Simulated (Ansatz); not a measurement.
`BO[Si](C)(C)C`, charge 0, multiplicity 1.

Task: Give a relaxed structure at PBE0-D4/def2-TZVP (Ansatz 0.2.0). (Estimate.)

Result: Computed: 
Z-matrix (Å, degrees):
```
Si
O 1 1.673
C 1 1.862 2 106.3
C 1 1.864 2 110.4 3 120.7
C 1 1.862 2 106.3 3 -118.7
B 2 1.340 1 135.1 3 -120.0
H 3 1.093 1 111.1 2 63.1
H 3 1.093 1 110.9 2 -176.9
H 3 1.093 1 110.9 2 -56.9
H 4 1.093 1 111.6 2 -60.5
H 4 1.093 1 111.6 2 60.3
H 4 1.094 1 110.0 2 179.9
H 5 1.093 1 111.1 2 -63.1
H 5 1.093 1 110.9 2 176.9
H 5 1.093 1 110.9 2 57.0
H 6 1.206 2 120.7 1 -0.1
H 6 1.201 2 118.3 1 179.9
```
Point group Cs.
This is one stationary point; other conformers may exist.
